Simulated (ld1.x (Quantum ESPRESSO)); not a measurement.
**palladium, RRKJ: configuration errors across variants**

palladium, norm-conserving RRKJ (Kleinman–Bylander form), made with ld1.x (Quantum ESPRESSO) 7.5 (revPBE, fully relativistic). Core [Kr], reference 4d10 5s0 5p0. Waves: 5p (bound, empty): rc 3.95 bohr; 4d (bound): rc 1.90 bohr; 5s (bound, empty): rc 2.00 bohr. Local part: the s channel. Core correction: a·sin(br)/r model core, default radius (core density twice the valence density).

Open shells are filled in proportion to 2j + 1 (rel_dist='average').

All-electron excitation energies from the reference (eV): (1) 4d9 5s0 5p0 9.026; (2) 4d8 5s0 5p0 29.757; (3) 4d7 5s0 5p0 64.035; (4) 4d8 5s1 5p0 13.623; (5) 4d9 5s0 5p1 5.236; (6) 4d9.5 5s0 5p0 3.190; (7) 4d6 5s0 5p0 113.306.

The default core radius of the base comes out at 0.86 bohr.

Tests that are not counted but printed errors over 1 eV. “type PAW; waves now 5s (bound): rcut 1.75, rcutus 2.00 bohr; 5s channel at 1.85 Ry: rcut 1.75, rcutus 2.00 bohr; 5p (bound): rcut 3.45, rcutus 3.95 bohr; 5p channel at 0.65 Ry: rcut 3.45, rcutus 3.95 bohr; 4d (bound): rcut 1.65, rcutus 1.90 bohr; 4d channel at 3.15 Ry: rcut 1.65, rcutus 1.90 bohr; local potential all-electron potential smoothed inside 1.95 bohr (lloc = -1); augmentation BESSEL, radius 1.35 bohr”: 4d8 5s1 5p0 (solver errors, printed error -4.0 eV).

4 further variants failed, have other tests or another functional or relativity, and are left out.

Errors AE − PS in meV (a dash: test not solved or not reliable):

```csv
change,(1),(2),(3),(4),(5),(6),(7),bound ghosts
base,-64,-401,-1195,-328,-78,-12,-2541,none
"all radii but the core radius scaled by about 0.82 (s 1.64, p 3.24, d 1.56 bohr)",-48,-328,-1055,+61,-73,-8.2,-2408,none
wave 5s (bound): rc 2.00 bohr becomes 5s (bound): rc 2.60 bohr,-69,-422,-1244,-376,-82,-13,-2620,none
wave 5p (bound): rc 3.95 bohr becomes 5p (bound): rc 4.76 bohr,-64,-401,-1195,-328,-61,-12,-2541,none
"type PAW; waves now 5s (bound): rcut 1.75, rcutus 2.00 bohr; 5s channel at 1.85 Ry: rcut 1.75, rcutus 2.00 bohr; 5p (bound): rcut 3.45, rcutus 3.95 bohr; 5p channel at 0.65 Ry: rcut 3.45, rcutus 3.95 bohr; 4d (bound): rcut 1.65, rcutus 1.90 bohr; 4d channel at 3.15 Ry: rcut 1.65, rcutus 1.90 bohr; local potential all-electron potential smoothed inside 1.95 bohr (lloc = -1); augmentation BESSEL, radius 1.35 bohr",-19,-156,-577,–,-23,-2.9,-1483,not determined
core correction a·sin(br)/r model core inside 1.14 bohr,-64,-401,-1195,-328,-78,-12,-2539,none
```

Task: Give the same row for: all radii but the core radius scaled by about 1.16 (s 2.32, p 4.56, d 2.20 bohr).

Result: -66, -373, -1012, -298, -59, -12, -1941; bound ghosts: none.
